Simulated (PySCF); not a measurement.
## Correlation energy of Si²⁺ (silicon, charge +2)

[Ne] 3s2, closed-shell 1S. Calculation: PySCF 2.14, in pcseg-2 (5s4p2d1f, 34 functions); the non-relativistic Hamiltonian (point nucleus). Frozen: [Ne]; 2 electrons correlated.

Total MP2 correlation energy: -31.28 mhartree.

Same-spin part 0.00 and opposite-spin part -31.28 mhartree; SCS-MP2 scales them by 1/3 and 6/5 to -37.54 mhartree.

With two correlated electrons CCSD is exact within the correlated space (frozen core and kept virtual orbitals).

| level | correlation energy (mhartree) |
| --- | --- |
| CCSD | -44.24 |

Diagnostics: T1 = 0.0060, D1 = 0.0085, largest double amplitude 0.116.

Problem. Is a single reference adequate?

Solution. Mostly. T1 lies below 0.03, but a double amplitude of this size points to a near-degeneracy that CCSD handles and MP2 describes poorly.
